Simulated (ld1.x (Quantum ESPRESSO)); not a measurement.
## Mo (Z = 42), TM: configuration errors across variants

Mo, norm-conserving Troullier–Martins (Kleinman–Bylander form), made with ld1.x (Quantum ESPRESSO) 7.5 (Wu–Cohen, scalar-relativistic). Core [Ar] 3d10, reference 4s2 4p6 4d4 5s0 5p0 (charge +2). Waves: 4s (bound): rc 1.20 bohr; 4p (bound): rc 2.10 bohr; 4d (bound): rc 2.45 bohr. Local part: all-electron potential smoothed inside 1.60 bohr (lloc = -1). Core correction: none.

All-electron excitation energies from the reference (eV): (1) 4s2 4p6 4d5 5s1 5p0 -22.340; (2) 4s2 4p6 4d5 5s0 5p0 -15.450; (3) 4s2 4p6 4d3 5s0 5p0 26.727; (4) 4s1 4p6 4d5 5s1 5p0 47.861; (5) 4s2 4p6 4d5 5s0 5p1 -19.112; (6) 4s2 4p5 4d5 5s1 5p0 21.621; (7) 4s2 4p6 4d4 5s2 5p0 -22.176.

3 further variants failed, have other tests or another functional or relativity, and are left out.

A true bound ghost makes a file unfit for plane-wave use even where its test errors are small: the radial tests pick states by their node count and pass the ghost by. Where a test does run into it, the solver fails or the error is huge.

Errors AE − PS in meV (a dash: test not solved or not reliable):

| change | (1) | (2) | (3) | (4) | (5) | (6) | (7) | bound ghosts |
| --- | --- | --- | --- | --- | --- | --- | --- | --- |
| base | -35 | +2.1 | +14 | -129 | +22 | -152 | -80 | none |
| wave 4s (bound): rc 1.20 bohr becomes 4s (bound): rc 1.02 bohr | -42 | +2.1 | +14 | -137 | +21 | -164 | -95 | none |
| wave 4p (bound): rc 2.10 bohr becomes 4p (bound): rc 2.50 bohr | -35 | +1.8 | +13 | -131 | +9.6 | -141 | -80 | none |
| wave 4d (bound): rc 2.45 bohr becomes 4d (bound): rc 2.32 bohr | -35 | +1.3 | +9.7 | -115 | +22 | -141 | -81 | none |
| local potential all-electron potential smoothed inside 2.34 bohr (lloc = -1) | +276 | -5.3 | +3.4 | +600 | -56 | +549 | +740 | none |

(1) Give the same row for: local potential all-electron potential smoothed inside 2.15 bohr (lloc = -1).

Results:

(1) –, -1.6, +9.3, –, -13, –, –; bound ghosts: s. Not counted: 4s2 4p6 4d4 5s2 5p0 (solver errors, printed error -12.3 eV); 4s2 4p5 4d5 5s1 5p0 (solver errors, printed error -3.4 eV); 2 more.
